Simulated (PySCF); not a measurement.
# Structure elucidation problem

Molecular formula: C$_{5}$H$_{11}$NO$_{2}$Si. Simulated spectra:

1H NMR (500 MHz, computed): δ 6.78 (m, 1H), 5.47 (m, 1H), 5.38 (m, 1H), 5.20 (s, 1H), 4.88 (m, 1H), 4.62 (m, 1H), 4.18 (m, 1H), 2.69 (m, 1H), 1.36 (m, 1H), 0.60 (br s, 2H).

13C{1H} NMR (computed): δ 153.3 (CH), 120.0 (CH2), 77.5 (CH), 61.9 (CH2), 44.6 (CH2).

[PySCF 2.14: GIAO PBE0/pcSseg-1 shieldings; structure optimised with GFN2-xTB; no solvent; non-relativistic Hamiltonian; a single conformation; rapidly exchanging positions averaged]

Chemical shifts δ = σref − σ; 1H (σ = 31.72 ppm) and 13C (σ = 186.93 ppm) against TMS, all at this level.

Q: Deduce the structure.

A: 
- The formula gives 2 degrees of unsaturation (1 ring in the answer).
- 5 carbon signals for 5 carbons: no two carbons are equivalent.
- Carbon types of the structure: 2 × CH, 3 × CH2, leaving 3 H on heteroatoms.
- δC 153.3: alkene CH; as expected for a trigonal carbon in a double bond.
- δC 120.0: terminal =CH2 carbon; an sp2 carbon of a C=C bond.
- δC 77.5: allylic sp3 CH bonded to O; deshielded by the electronegative neighbour.
- δC 61.9: sp3 CH2 bonded to O; deshielded by the electronegative neighbour.
- δC 44.6: sp3 CH2 in a ring; aliphatic region, no heteroatom directly attached.
- δH 4.88: hydrogen on an allylic sp3 CH bonded to O; its carbon carries O, hence the downfield position.
- δH 0.60: hydrogen on a nitrogen bonded to Si; exchangeable, gas-phase position.

Structure: `C=C[C@@H]1CCO[Si@@H](N)O1`.

The data come from this structure; uniqueness wasn't tested.

The OH or NH signal is concentration- and solvent-dependent in practice; the value given is the gas-phase one. Shifts are as computed. Against solution values, carbons near 30 ppm lie about +3 ppm off and those near 130 ppm about +5 ppm. Of 1211 compounds with measured shifts, 218 miss one by over three times the rms of a fit or turn the order of signals round; such compounds aren't used in these exercises. Multiplicities follow the n + 1 count of equivalent neighbours, as no J values were calculated; m marks all less simple cases, F and P coupling included.
